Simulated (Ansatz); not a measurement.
**Question.** Name a neutral molecule of B, Cl, F, Si and H with LUMO energy (PBE0/def2-TZVPP) between -2.95 and -2.65 eV and size of the dipole moment (PBE/def2-TZVPP) between 1.35 and 1.65 D (Ansatz, PBE0-D4/def2-TZVP geometry).

**Answer.** `B[SiH](F)Cl` (-2.90 eV, 1.47 D). Other molecules can fit too; these were computed, each in one conformer that needn't be the lowest.
